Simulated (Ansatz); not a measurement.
Species: ZrH₃I, charge 0, singlet. ZrH3I (SMILES [ZrH3][I]).
B3LYP-D3(BJ)/def2-TZVP minimum from Ansatz (a first-principles code):
```xyz
5

Zr     1.1782    -0.2725     0.8421
I     -0.9835     0.2275    -0.7029
H      2.6901     0.3575    -0.0012
H      0.9777     0.5753     2.4653
H      1.3311    -2.0889     1.1086
```
Charge 0, spin multiplicity 1.

Property: atomisation energy (electronic, to ground-state atoms), in kcal/mol. Radicals and triplets start from unrestricted determinants; spin-orbit coupling is neglected. Correlated methods leave the cores frozen (noble-gas shells, and filled d and f shells in the p block). Past Kr the def2 sets carry scalar-relativistic core potentials. CBS(X,Y): correlation extrapolated as X^-3, Hartree-Fock from the larger set. A bracket is a step between two methods taken in the basis named. For partners of very few electrons the exact lower level stands in for a higher one. Spin-orbit terms, left out, reach several kcal/mol for Br and I, and more for heavier atoms.

CCSD(T)/CBS(def2-TZVPP,def2-QZVPP) + [CCSDT(Q) - CCSD(T)]/def2-TZVPP (Ansatz) gives 303.2 kcal/mol.

What does PBE/def2-TZVPD (Ansatz) give here, and how do the other levels compare?

PBE gives 305.4 kcal/mol, 2.2 kcal/mol above it. Differences of the others: r2SCAN/def2-TZVPD (Ansatz) 3.3; B3LYP/def2-TZVPD (Ansatz) -1.4; PBE0/def2-TZVPD (Ansatz) -3.5; wB97M-V/def2-TZVPD (Ansatz) -2.8; B2PLYP/def2-TZVPD (Ansatz) -7.2; CCSD(T)/CBS(def2-TZVPP,def2-QZVPP) (Ansatz) 0.2 kcal/mol.
